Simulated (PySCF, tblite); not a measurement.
Me3Si(SMe), C₄H₁₂SSi.
SMILES with atom numbers: `[CH3:1][S:2][Si:3]([CH3:4])([CH3:5])[CH3:6]` (hydrogens: H7, H8, H9 on C1; H10, H11, H12 on C4; H13, H14, H15 on C5; H16, H17, H18 on C6)

Geometry (GFN2-xTB, Å), atoms numbered from 1 in this order:
```xyz
18
C4H12SSi angstrom
C      2.420    0.678    0.524
S      1.084   -0.242    1.351
Si    -0.441   -0.226   -0.203
C     -0.836    1.578   -0.685
C     -1.943   -1.080    0.582
C      0.195   -1.184   -1.726
H      2.083    1.682    0.291
H      3.249    0.720    1.223
H      2.723    0.156   -0.378
H     -1.711    1.622   -1.325
H     -0.013    2.038   -1.226
H     -1.038    2.186    0.192
H     -2.780   -1.100   -0.108
H     -1.710   -2.104    0.856
H     -2.262   -0.566    1.482
H     -0.592   -1.307   -2.464
H      1.019   -0.668   -2.212
H      0.545   -2.175   -1.450
```

Method used: PBE0/pcSseg-1 in PySCF (dipole) on a GFN2-xTB geometry, gas phase.

Masses are those of the commonest isotopes; rigid-rotor values at the optimised geometry. 

(1) What are A, B and C (MHz)?

(2) Classify the top.

(3) Is it planar, by Δ = Ic − Ia − Ib?

(4) Give the other two planar moments, Paa and Pbb, and the rms extents of the mass along the axes.

(5) Predict some low-J microwave lines.

Answers

(1) Ia = 192.67, Ib = 323.02, Ic = 347.00 u·Å²; 505379 MHz·u·Å²/I gives A = 2623, B = 1565, C = 1456 MHz.

(2) An asymmetric top: κ = (2 × 1565 − 2623 − 1456)/(2623 − 1456) = -0.81.

(3) Not planar: Δ = Ic − Ia − Ib = -168.69 u·Å². For a rigid frame Δ = −2 Σ m c², so Σ m c² = 84.35 u·Å² lies off the ab plane: 25.68 from hydrogen and 58.66 from heavier atoms. The atom farthest from that plane is 2.48 Å away.

(4) Paa = Σ m a² = (Ib + Ic − Ia)/2 = 238.67 and Pbb = Σ m b² = (Ia + Ic − Ib)/2 = 108.32 u·Å². With the mass M = 120.04 u, the rms extents √(P/M) along a, b and c are 1.41, 0.95, 0.84 Å.

(5) The dipole components are |μa| = 0.87 D, |μb| = 1.79 D, |μc| = 0.02 D. Intensities carry the squares of the components, which stand as 0.24 : 1.00 : 0.00 (a : b : c). Some lines, for components of 0.1 D or more:

```json
{"type": "a", "branch": "Q", "J(Ka,Kc)": "2(1,1) ← 2(1,2)", "MHz": "324", "lower level (cm⁻¹)": "0.334"}
{"type": "b", "branch": "Q", "J(Ka,Kc)": "2(1,1) ← 2(0,2)", "MHz": "1283", "lower level (cm⁻¹)": "0.302"}
{"type": "b", "branch": "Q", "J(Ka,Kc)": "3(1,2) ← 3(0,3)", "MHz": "1471", "lower level (cm⁻¹)": "0.603"}
{"type": "a", "branch": "R", "J(Ka,Kc)": "1(0,1) ← 0(0,0)", "MHz": "3021", "lower level (cm⁻¹)": "0.000"}
{"type": "b", "branch": "Q", "J(Ka,Kc)": "2(2,1) ← 2(1,2)", "MHz": "3500", "lower level (cm⁻¹)": "0.334"}
{"type": "b", "branch": "Q", "J(Ka,Kc)": "4(3,2) ← 4(2,3)", "MHz": "5588", "lower level (cm⁻¹)": "1.156"}
{"type": "a", "branch": "R", "J(Ka,Kc)": "2(1,2) ← 1(1,1)", "MHz": "5934", "lower level (cm⁻¹)": "0.136"}
{"type": "a", "branch": "R", "J(Ka,Kc)": "3(1,3) ← 2(1,2)", "MHz": "8896", "lower level (cm⁻¹)": "0.334"}
{"type": "a", "branch": "R", "J(Ka,Kc)": "3(2,1) ← 2(2,0)", "MHz": "9094", "lower level (cm⁻¹)": "0.451"}
{"type": "a", "branch": "R", "J(Ka,Kc)": "4(1,4) ← 3(1,3)", "MHz": "11853", "lower level (cm⁻¹)": "0.631"}
{"type": "a", "branch": "R", "J(Ka,Kc)": "4(3,2) ← 3(3,1)", "MHz": "12099", "lower level (cm⁻¹)": "0.939"}
{"type": "b", "branch": "R", "J(Ka,Kc)": "4(4,0) ← 3(3,1)", "MHz": "19873", "lower level (cm⁻¹)": "0.939"}
```

Its GFN2-xTB frequencies are all real (lowest 32 cm⁻¹). Zero-point vibration and centrifugal distortion are left out. A rigid rotor knows nothing of internal rotation, which can split or shift real lines.

Time: 42 s of wall time. Hardware: an x86-64 server with one thread, no GPU (shared host). This is the PBE0/pcSseg-1 job that gave the dipole, with the shieldings it also computed.
